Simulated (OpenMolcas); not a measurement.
Mo II.

| Property | Result |
| --- | --- |
| Program | OpenMolcas 26.06 |
| Basis | ANO-RCC-VDZP [6s5p3d1f] |
| Scalar Hamiltonian | DKH2, point nucleus |
| Active space | 5 electrons in 6 orbitals (4d 5s) |
| State averaging | 2S+1 = 6 even, 6 roots; 2S+1 = 4 even, 64 roots; 2S+1 = 2 even, 110 roots |
| Spin-orbit coupling | state interaction with AMFI integrals over the reference wave functions, term energies averaged over their components |

Two sets of levels on these reference wave functions, in cm-1 above 4d5 6S 5/2: one from CASSCF and one from MS-CASPT2, IPEA 0.25 Eh, imaginary shift 0.1 Eh (closed shells correlated: 4s 4p).

```json
{"Level": "4d5 6S 5/2", "Set 1": "0.0", "Set 2": "0.0"}
{"Level": "4d4 5s 6D 1/2", "Set 1": "11770", "Set 2": "9320"}
{"Level": "4d4 5s 6D 3/2", "Set 1": "12010", "Set 2": "9550"}
{"Level": "4d4 5s 6D 5/2", "Set 1": "12380", "Set 2": "9910"}
{"Level": "4d4 5s 6D 7/2", "Set 1": "12860", "Set 2": "10390"}
{"Level": "4d4 5s 6D 9/2", "Set 1": "13430", "Set 2": "10960"}
{"Level": "4d5 4G 5/2", "Set 1": "17250", "Set 2": "18160"}
{"Level": "4d5 4G 7/2", "Set 1": "17340", "Set 2": "18270"}
{"Level": "4d5 4G 11/2", "Set 1": "17410", "Set 2": "18330"}
{"Level": "4d5 4G 9/2", "Set 1": "17420", "Set 2": "18340"}
{"Level": "4d5 4P 3/2 [55 %]", "Set 1": "16950", "Set 2": "19040"}
{"Level": "4d5 4P 1/2 [59 %]", "Set 1": "17150", "Set 2": "19190"}
{"Level": "4d5 4D 1/2 [59 %]", "Set 1": "17980", "Set 2": "20090"}
{"Level": "4d5 4D 7/2", "Set 1": "18180", "Set 2": "20300"}
{"Level": "4d5 4D 3/2 [54 %]", "Set 1": "18410", "Set 2": "20540"}
{"Level": "4d5 4D 5/2 [56 %]", "Set 1": "18610", "Set 2": "20780"}
```

Task: Which set is which?

Result: Set 1 is MS-CASPT2. Its levels of the other terms of 4d5 lie at 0.89 to 0.95 of the other set's values, as expected, since terms of lower spin or lower L gain more correlation energy than the Hund ground term. Against 9 measured levels (NIST Handbook of Basic Atomic Spectroscopic Data) the mean absolute deviation is 910 cm-1 with it and 2700 cm-1 without; single levels miss by up to 2000 cm-1 with it.

Term energies are means over components that CASPT2 splits; among the terms shown or strongly mixed into the levels shown the widest spread is 460 cm-1 (4d5 4G, MS-CASPT2). Configurations are named by rounded mean occupations; where the s occupation lies near a half they are strongly mixed, a name can repeat and a true partner stay unpaired. A single d shell beside an s shell can misplace configurations of different d count against each other. Without dynamic correlation excited terms often stand tens of per cent too high (terms of higher spin than the ground term too low), and those without a measured partner can miss by more than the paired ones (holds for CASSCF). Blocks of more than 70 roots (2S+1 = 2 even) ran without multistate coupling (holds for MS-CASPT2). The CASPT2 spread within a term exceeds the gap to the next term for 4d5 4G and 4d5 4P, so the order of their levels is uncertain, and so are names and mixing where such terms share a J (holds for MS-CASPT2). Measured partners are found by configuration, term and J. A level has none where our copy of the source lacks it or the pairing is in doubt (some pairs that miss far off the trend of their configuration count as doubtful), and it then counts in no deviation. Levels of configurations outside the active space are missing. Levels that lie high or do not pair safely by name in every column are left out.

A share in square brackets marks a mixed level and gives the weight of the term that names it, the lowest over the columns.
